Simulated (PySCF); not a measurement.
# Relaxation of doublet SeH₅

These are results of UPBE0 in PySCF with Se def2-TZVP, H def2-TZVP; no relativity; density-fitted integrals, not measurements. A (50,194) grid was used.

A hand-made square pyramidal start, of C4v symmetry, held to at least that symmetry:

Coordinates in bohr (charge 0 multiplicity 2):
```
Se    0.0000    0.0000   -0.0056
H     0.0000    0.0000    2.7912
H     2.7358    0.0000   -0.5871
H     0.0000    2.7358   -0.5871
H    -2.7358    0.0000   -0.5871
H     0.0000   -2.7358   -0.5871
```

Optimiser trace:
| step | E − E(last) (kJ/mol) | largest gradient (Eh/bohr) |
| --- | --- | --- |
| 0 | 155.03 | 0.07405 |
| 1 | 37.46 | 0.03085 |
| 2 | 1.30 | 0.00668 |
| 3 | 0.08 | 0.00129 |
| 4 | 0.03 | 0.00089 |
| 5 | 0.01 | 0.00077 |
| 6 | 0.00 | 0.00033 |
| 7 | 0.00 | 0.00006 |

It ends at C4v with Se–H 1.473 Å, Se–H 1.627 Å (×4); H–Se–H 88.0° (×4), H–Se–H 89.9° (×4), H–Se–H 176.0° (×2). A frequency run shows a minimum. Other isomers or separated fragments may lie lower.

Final geometry:
Coordinates in bohr (charge 0 multiplicity 2):
```
Se    0.0000    0.0000   -0.0381
H     0.0000    0.0000    2.7457
H     3.0735    0.0000    0.0695
H     0.0000    3.0735    0.0695
H    -3.0735    0.0000    0.0695
H     0.0000   -3.0735    0.0695
```

The relaxation took of the order of 30 core-seconds on a shared host.
